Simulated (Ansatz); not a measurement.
Two isomers of CH7BN2Si: A = `CN1BN[SiH2]1`, B = `BN[SiH]1CN1`.

Gas-phase electronic energies from Ansatz, PBE0-D4/def2-TZVP geometries. CCSD(T)/CBS adds triple-zeta CCSD(T) − MP2 to the extrapolated MP2 energy (def2 sets, frozen cores). Functionals use def2-TZVPP. B3LYP here is the variant with VWN-RPA as its local correlation; programs differ in this. One conformer a species, not always the lowest.

Q: Which isomer does CCSD(T)/CBS put lower? Give the gap. (An estimate is asked.)

A: Computed: A, by 161.8 kJ/mol.

Q: Give E(B) − E(A) in kJ/mol with B3LYP-D4, PBE0-D4, r2SCAN-D4, HF/def2-TZVPP, B2PLYP, ωB97M-V, PBE-D4. (Best estimate.)

A: Computed: B3LYP-D4 158.9, PBE0-D4 163.1, r2SCAN-D4 158.1, HF/def2-TZVPP 172.9, B2PLYP 159.4, ωB97M-V 159.3, PBE-D4 154.1. None reverses the order clearly.

Largest T1 diagnostic: 0.013.

In def2-TZVPP, CCSD(T) changes the Hartree–Fock value by −12.3 kJ/mol (the triples alone add −2.2 kJ/mol) and MP2 by −9.1 kJ/mol. From PBE to PBE0 (25 % exact exchange), in def2-TZVPP and without D4, E(B) − E(A) moves by +9.3 kJ/mol.
